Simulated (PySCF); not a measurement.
## Correlation energy of Ne²⁺ (neon, charge +2)

[He] 2s2 2p4, high-spin 3P determinant. Computed with PySCF 2.14 in def2-SVP (3s2p1d, 14 functions), with the non-relativistic Hamiltonian (point nucleus). Frozen: 1s2; 6 electrons correlated.

MP2 pair energies summed by pair of shells (mhartree):

```json
{"pair": "2p-2p", "energy": "-41.86", "share (%)": "46.9"}
{"pair": "2s-2p", "energy": "-40.82", "share (%)": "45.8"}
{"pair": "2s-2s", "energy": "-6.54", "share (%)": "7.3"}
```

Total MP2 correlation energy: -89.22 mhartree.

Same-spin part -21.25 and opposite-spin part -67.97 mhartree; SCS-MP2 scales them by 1/3 and 6/5 to -88.65 mhartree.

| level | correlation energy (mhartree) |
| --- | --- |
| CCSD | -101.98 |
| (T) | -0.66 |
| CCSD(T) | -102.64 |

Diagnostics: T1 = 0.0033, D1 = 0.0055, largest double amplitude 0.031.

Cost of the coupled-cluster step: 0.06 s of wall time on 1 thread of INTEL(R) XEON(R) PLATINUM 8581C CPU @ 2.10GHz (shared host), for 6 correlated electrons.
